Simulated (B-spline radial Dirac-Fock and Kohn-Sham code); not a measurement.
ΔSCF core binding energies without Breit or QED terms, calculated with a radial finite-basis atomic code.

A sound run for the Gd⁵⁺ ion in the configuration [Kr] 4d10 4f6 5s2 5p5: The ground state converged in 11 iterations, with total energy -11268.76409 Ha, virial ratio 1.91720 and highest orbital energy -81.89 eV. ΔSCF binding energies: K (1s) 50532.0 eV, L3 (2p3/2) 7339.8 eV, M5 (3d5/2) 1268.8 eV.

A second run, with one unsound setting: The ground state converged in 11 iterations, with total energy -13361.88697 Ha, virial ratio 1.30969 and highest orbital energy -57.33 eV. ΔSCF binding energies: K (1s) 52984.6 eV, L3 (2p3/2) 7549.3 eV, M5 (3d5/2) 1113.9 eV.

```
iter   energy (Ha)        error
   1   -13321.90538999  8.72e+00
   2   -13358.28747090  9.71e-01
   3   -13361.38197889  4.11e-01
   4   -13361.81462977  1.63e-01
   5   -13361.88168572  3.99e-02
   6   -13361.88650916  6.49e-03
   7   -13361.88676803  3.97e-03
   8   -13361.88697123  2.92e-04
   9   -13361.88697217  1.78e-05
  11   -13361.88697217  4.16e-08
```

Q: Which fault fits the second run best?
A. too few quadrature points
B. speed of light below Z
C. tolerance below the noise
D. functional not served

A: B. The input had c_factor = 0.3692: c_factor makes c so small that Zα exceeds 1, so any numbers that come out have no meaning.
